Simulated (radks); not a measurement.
Spherical jellium clusters: N electrons in a uniform positive sphere of charge N and radius rs N^(1/3), rs = 3.97 bohr. Calculated with a radial shooting solver with Libxc functionals: non-relativistic Kohn-Sham, LDA (Slater exchange, Perdew-Wang correlation), spin-polarised, spherical densities. Levels are named by radial order and angular momentum (1s, 1p, 1d, 2s, ...), and open shells are averaged over m. Each electron was tried in the lowest free levels, single moves between levels near the top were tried too, and the lowest total energy was kept; such a search can miss a lower state. Energies include the self-energy of the background; IP and EA are vertical (highest electron removed, lowest free level filled), at fixed background; spill-out counts the electrons outside the background radius R, and alpha is the static dipole polarisability from linear response (closed shells only). A dash means not computed or, for alpha, an open shell; in EA it means that no bound solution was reached, which is typical of self-interaction and does not show that the anion is unstable. Real open-shell clusters deform, which this model forbids.

N	open shells	2S	E/N (eV)	E(N+1) + E(N-1) - 2E(N) (eV)	IP (eV)	EA (eV)	-e(HOMO) (eV)	spill-out (e)	alpha/R^3
1	1s(up 1, down 0)	1	-1.224	-	-	-	3.022	0.39	-
2	none	0	-1.677	1.113	5.305	-	3.214	0.56	1.640
3	1p(up 1, down 0)	1	-1.457	-0.645	3.813	-	2.140	0.86	-
4	1p(up 2, down 0)	2	-1.508	-0.457	4.362	-	2.664	1.03	-
5	1p(up 3, down 0)	3	-1.631	0.299	4.668	-	3.001	1.15	-
6	1p(up 3, down 1)	2	-1.662	-0.371	4.236	-	2.733	1.30	-
7	1p(up 3, down 2)	1	-1.738	-0.269	4.526	1.620	3.030	1.41	-
8	none	0	-1.828	1.213	4.715	-	3.243	1.51	1.438
9	1d(up 1, down 0)	1	-1.764	-0.268	3.431	-	2.104	1.68	-
10	1d(up 2, down 0)	2	-1.739	-0.229	3.680	-	2.364	1.83	-
11	1d(up 3, down 0)	3	-1.739	-0.196	3.876	1.331	2.574	1.94	-
12	1d(up 4, down 0)	4	-1.756	-0.169	4.033	1.515	2.747	2.05	-
13	1d(up 5, down 0)	5	-1.783	0.337	4.161	1.212	2.893	2.14	-
14	1d(up 5, down 1)	4	-1.782	-0.179	3.784	1.415	2.578	2.24	-
15	1d(up 5, down 2)	3	-1.794	-0.154	3.939	1.587	2.743	2.34	-
16	1d(up 5, down 3)	2	-1.813	-0.134	4.066	1.735	2.882	2.43	-
17	1d(up 5, down 4)	1	-1.838	-0.117	4.173	1.864	3.000	2.51	-
18	none	0	-1.867	0.217	4.263	1.693	3.104	2.59	1.333
19	2s(up 1, down 0)	1	-1.881	0.203	4.020	1.556	2.887	2.75	-
20	none	0	-1.884	0.426	3.818	1.146	2.725	2.96	1.367
21	1f(up 1, down 0)	1	-1.866	-0.125	3.410	1.283	2.332	3.05	-
22	1f(up 2, down 0)	2	-1.856	-0.115	3.518	1.406	2.448	3.13	-
23	1f(up 3, down 0)	3	-1.851	-0.105	3.613	1.517	2.552	3.21	-
24	1f(up 4, down 0)	4	-1.851	-0.097	3.699	1.619	2.647	3.29	-
25	1f(up 5, down 0)	5	-1.855	-0.089	3.776	1.712	2.732	3.35	-
26	1f(up 6, down 0)	6	-1.863	-0.082	3.846	1.797	2.810	3.42	-
27	1f(up 7, down 0)	7	-1.872	0.296	3.909	1.511	2.882	3.48	-
28	1f(up 7, down 1)	6	-1.871	-	3.594	1.613	2.593	3.55	-

All shells are closed at N = 2, 8, 18, 20 (there: 1s2 1p6 1d10 2s2); the second difference of the energy has clear peaks (12 % above both neighbours; the first and last values, which can be the largest, are not judged, and half-filled shells can peak too) at N = 5, 8, 13, 20.
